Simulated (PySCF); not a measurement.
Electric field gradients and quadrupole coupling constants

Compound: C₅H₆F₂O.
Z-matrix (Å and degrees, GFN2-xTB geometry), rows numbered from 1:
```
F 
C   1  1.3496
O   2  1.3948  1  107.10
C   3  1.3512  2  114.39  1  -179.81
C   4  1.3301  3  138.19  2    -0.01
F   5  1.3495  4  134.30  3     0.01
C   5  1.5009  4   95.43  3   179.98
C   4  1.5084  3  128.71  2   179.98
H   2  1.1021  1  107.86  3   120.27
H   2  1.1022  1  107.85  3  -120.31
H   7  1.0883  5  115.42  4  -115.24
H   7  1.0882  5  115.43  4   115.29
H   8  1.0869  4  114.68  3    64.12
H   8  1.0869  4  114.65  3   -64.18
```

Field gradients from the B3LYP/pcJ-1 density (PySCF, non-relativistic), principal values in atomic units, ordered |Vxx| ≤ |Vyy| ≤ |Vzz|:

```csv
atom,Vxx,Vyy,Vzz
O3,-0.1242,-1.7020,1.8262
```

Task: Find the asymmetry η = (Vxx − Vyy)/Vzz and the couplings χ = eQV/h (234.96 MHz × Q in barn × V in au), with Q(17O) = −0.0256 b.

Result: 
| atom | environment | nucleus | η | χzz (MHz) | χxx (MHz) | χyy (MHz) |
| --- | --- | --- | --- | --- | --- | --- |
| O3 | ether oxygen | 17O | 0.86 | -10.98 | 0.75 | 10.24 |

Task: What is Vzz at O3 in SI units (1 au = 9.71736 × 10²¹ V/m²)?

Result: 1.8262 au = 17.745 × 10²¹ V/m².

Task: And the gradient at the other heavy atoms, for which no coupling is worked out here?

Result: 
```tsv
atom	environment	Vzz (au)	η
F1	alkyl fluorine	2.999	0.13
C2	sp3 C–F carbon	-0.491	0.75
C4	vinylic carbon bearing oxygen	0.257	0.95
C5	vinylic C–F carbon	0.483	0.24
F6	vinyl fluorine	2.861	0.04
C7	allylic carbon	-0.096	0.78
C8	allylic carbon	-0.106	0.45
```

Task: What couplings would deuterons (Q(2H) = 0.00286 b) have in place of the hydrogens, at this geometry?

Result: 
```json
{"atom": "H9", "bonded to": "C2", "bond length (Å)": "1.102", "Vzz (au)": "0.2576", "η": "0.08", "χzz (kHz)": "173"}
{"atom": "H10", "bonded to": "C2", "bond length (Å)": "1.102", "Vzz (au)": "0.2576", "η": "0.08", "χzz (kHz)": "173"}
{"atom": "H11", "bonded to": "C7", "bond length (Å)": "1.088", "Vzz (au)": "0.3000", "η": "0.01", "χzz (kHz)": "202"}
{"atom": "H12", "bonded to": "C7", "bond length (Å)": "1.088", "Vzz (au)": "0.3001", "η": "0.01", "χzz (kHz)": "202"}
{"atom": "H13", "bonded to": "C8", "bond length (Å)": "1.087", "Vzz (au)": "0.3019", "η": "0.01", "χzz (kHz)": "203"}
{"atom": "H14", "bonded to": "C8", "bond length (Å)": "1.087", "Vzz (au)": "0.3021", "η": "0.01", "χzz (kHz)": "203"}
```

The structure is a single GFN2-xTB conformer in the gas phase; no vibrational or solvent corrections. GFN2-xTB bond lengths can be off by several hundredths of an ångström, more for odd bonds, and the gradients follow them. The small basis limits the accuracy of the gradients.

These values come from a run that also computed spin–spin couplings. Hardware: one thread of an Intel Xeon at 2.50 GHz (shared host). Cost: 4.0 min wall, 2.5 min CPU, 1.1 GiB resident at most.
